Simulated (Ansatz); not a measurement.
Ga5O14H13⁻, a hydroxylated oxide cluster. Total charge -1; doublet. Geometry PBE-D4/def2-SVP, that of the neutral singlet; atoms count from 1.

```xyz
32

Ga   -1.625    0.488   -0.018
Ga    1.620    1.142   -0.060
Ga   -3.961   -0.243   -1.942
Ga    0.472   -1.760   -1.009
Ga    1.968    1.278    2.778
O     3.211    1.043    1.332
O     2.468    1.941    4.371
O     2.570    1.292   -1.614
O    -1.323    1.016    1.719
O    -1.277   -1.396   -0.304
O     0.737   -3.545   -1.037
O     0.948   -0.294    2.875
O     0.957    2.202    1.437
O     1.431   -0.785    0.331
O     0.673   -0.695   -2.514
O    -0.151    1.256   -0.961
O    -3.334   -1.950   -1.797
O    -3.226    0.896   -0.796
O    -5.242    0.037   -3.158
H     3.612    0.154    1.289
H     2.951    2.782    4.276
H     3.525    1.364   -1.437
H    -0.824    0.333    2.231
H    -2.023   -1.839   -0.818
H     1.263   -3.796   -1.818
H     1.009   -0.782    3.715
H    -0.038    1.964    1.557
H     1.199   -0.913    1.301
H     1.555   -0.250   -2.521
H     0.017    0.684   -1.785
H    -3.651   -2.596   -2.453
H    -5.510    0.975   -3.173
```

Single mean-field runs in def2-TZVP are fitted with def2-universal-jkfit. The highest occupied level of the charge -1 doublet lies above zero (up to 0.81 eV). By energy differences its removal costs 0.38 eV (vertical, to the charge 0 singlet, at PBE0-D4/def2-TZVP); self-interaction error and the lack of diffuse functions both raise the level.

Question: Estimate the Mulliken populations of the heavy atoms from the PBE0/def2-TZVP orbitals of Ansatz.

Answer: 
```csv
atom,charge (e),spin (α − β)
Ga1,0.51,0.18
Ga2,0.67,0.09
Ga3,0.56,0.21
Ga4,0.56,0.09
Ga5,0.68,0.00
O6,-0.57,-0.01
O7,-0.58,0.00
O8,-0.59,-0.01
O9,-0.63,-0.01
O10,-0.51,-0.01
O11,-0.57,-0.01
O12,-0.69,-0.01
O13,-0.49,0.00
O14,-0.52,0.00
O15,-0.62,-0.01
O16,-0.51,0.00
O17,-0.62,-0.02
O18,-0.42,-0.01
O19,-0.55,-0.01
```
Mulliken values and Mayer orders depend strongly on the basis.

Question: Where does the spin sit?

Answer: Summed by element: Ga 0.57, O -0.10, H 0.53, of 1 unpaired in all. Largest on single atoms: Ga3 0.21, Ga1 0.18, Ga4 0.09.

Question: And the Mayer bond orders between bonded heavy atoms (over 0.3)?

Answer: Ga1–O9 0.91 (1.84 Å); Ga1–O10 0.64 (1.94 Å); Ga1–O16 0.70 (1.91 Å); Ga1–O18 0.95 (1.83 Å); Ga2–O6 0.38 (2.12 Å); Ga2–O8 0.99 (1.83 Å); Ga2–O13 0.64 (1.95 Å); Ga2–O14 0.59 (1.98 Å); Ga2–O16 0.58 (1.99 Å); Ga3–O17 0.85 (1.82 Å); Ga3–O18 1.14 (1.77 Å); Ga3–O19 1.04 (1.79 Å); Ga4–O10 0.67 (1.92 Å); Ga4–O11 1.06 (1.80 Å); Ga4–O14 0.65 (1.92 Å); Ga4–O15 0.92 (1.85 Å); Ga5–O6 0.74 (1.92 Å); Ga5–O7 1.08 (1.80 Å); Ga5–O12 0.80 (1.88 Å); Ga5–O13 0.73 (1.92 Å).
